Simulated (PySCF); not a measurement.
Spectrum to structure. Method: TDDFT CAM-B3LYP/def2-SVPD, vertical, gas phase, core orbitals frozen in the response in PySCF 2.14.0, density-fitted response routines. Geometries: PBE0-D3(BJ)/def2-SVP, one conformer each.

| state | E (eV) | f | main configurations (H = HOMO, L = LUMO) |
| --- | --- | --- | --- |
| S1 | 7.26 | 0.022 | H→L (93%) |
| S2 | 7.93 | 0.0008 | H→L+1 (82%) |
| S3 | 7.98 | 0.078 | H-1→L (78%), H→L+2 (9%) |
| S4 | 8.28 | 0.020 | H-1→L+1 (43%), H→L+3 (24%) |
| S5 | 8.28 | 0.0043 | H-2→L (57%), H→L+3 (10%), H→L+2 (8%) |
| S6 | 8.38 | 0.015 | H-1→L+1 (37%), H→L+3 (21%), H-2→L (15%) |
| S7 | 8.57 | 0.132 | H→L+2 (59%), H→L+3 (18%) |
| S8 | 8.72 | 0.013 | H-1→L+3 (46%), H-1→L+2 (23%), H-1→L+4 (12%) |
| S9 | 8.90 | 0.053 | H-1→L+2 (62%), H-1→L+3 (16%), H-1→L+1 (9%) |
| S10 | 9.10 | 0.049 | H-2→L+1 (60%), H→L+5 (16%) |

Orbital energies (eV): HOMO-3 -11.70, HOMO-2 -10.96, HOMO-1 -10.24, HOMO -9.80, LUMO 0.88, LUMO+1 1.16, LUMO+2 1.54.

Task: Which candidate is it? All have the formula C4H7F3Si.
A. `FC(F)(F)C[C@H]1C[SiH2]1`
B. `C([SiH2]C(F)(F)F)C=C`
C. `FC(F)(F)[C@@H]1CC[SiH2]1`
D. `C[Si@@H]1C[C@H]1C(F)(F)F`

Result: C. Its S1, at 7.26 eV, is the highest among the candidates; the nearest of the others has S1 at 6.89 eV. S1 is HOMO→LUMO (93%). Löwdin shares by element: HOMO carbon 53% or more, silicon 21% (atoms not listed hold the other 26%); LUMO silicon 34%, hydrogen 22% or more, carbon 12% or more (atoms not listed hold the other 32%). At the same level the other candidates give, for their lowest levels:
- `C[Si@@H]1C[C@H]1C(F)(F)F`: 6.89 eV (f 0.070); 7.08 eV (f 0.024); 7.13 eV (f 0.126); 7.57 eV (f 0.008); 7.93 eV (f 0.005); T1 5.68 eV; HOMO -8.72, LUMO 0.99 eV
- `FC(F)(F)C[C@H]1C[SiH2]1`: 6.43 eV (f 0.062); 6.53 eV (f 0.152); 7.01 eV (f 0.006); 7.14 eV (f 0.029); 7.42 eV (f 0.000); T1 5.11 eV; HOMO -8.42, LUMO 0.92 eV
- `C=CC[SiH2]C(F)(F)F`: 6.86 eV (f 0.310); 6.99 eV (f 0.094); 7.57 eV (f 0.051); 7.81 eV (f 0.020); 7.92 eV (f 0.069); T1 4.22 eV; HOMO -8.89, LUMO 0.80 eV

The values belong to the conformer `[F:1][C:2]([F:3])([F:4])[C@@H:5]1[CH2:6][CH2:7][SiH2:8]1`: F1–C2–C5–C6 57°.
Triplets come from the Tamm–Dancoff approximation.

Without π bonds the low states are Rydberg-like; a valence basis with one diffuse set may place them up to an eV too high.
